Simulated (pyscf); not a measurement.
A first-order saddle from PySCF, ωB97X-D3(BJ)/def2-SVP:

```xyz
6

As    -0.4249    -1.0155    -0.1726
As     1.5970     0.8459     0.1015
H      0.0613     0.3691     0.7551
H      0.3204    -1.9378     0.7764
H      1.0727    -0.4902    -0.8754
H      2.3162    -0.1016     1.0458
```
Charge 0, spin multiplicity 1.

Surface: singlet, charge 0. Lowest wavenumbers (cm⁻¹): 767i, 263, 372, 379, 511.

Question: What reaction is this the transition state of?

Answer: H₂As–AsH₂ ⇌ H₂As–AsH₂, a concerted two-bond exchange read from left to right: As–H, As–H broken and As–H, As–H formed. At CCSD(T)/def2-TZVPP + ΔMP2(QZVPP) it lies +2.45 eV from the left side and +2.45 eV from the right (each side as separated species at their lowest minima found). From the product side, AsH₂• + AsH₂• lies, by one bond made or cut, 0.41 eV under this saddle at ωB97M-D3(BJ)/def2-TZVP. The same reactants have a lower exit, to AsH₂• + AsH₂• (no saddle counted: cutting one bond costs +2.16 eV at ωB97M-D3(BJ)/def2-TZVP, against +2.57 eV here). This is the saddle that the search found; another between the same sides may lie lower. The CCSD(T) − MP2 part came from Ansatz, without density fitting, on the same reference. The frozen core leaves the outer d or s,p core shells of the metals and heavy elements correlated in the MP2 and CC values, and def2-TZVPP describes them poorly, which can shift differences by a few kcal/mol. Elements up to Kr have no core potential and no relativistic terms here.
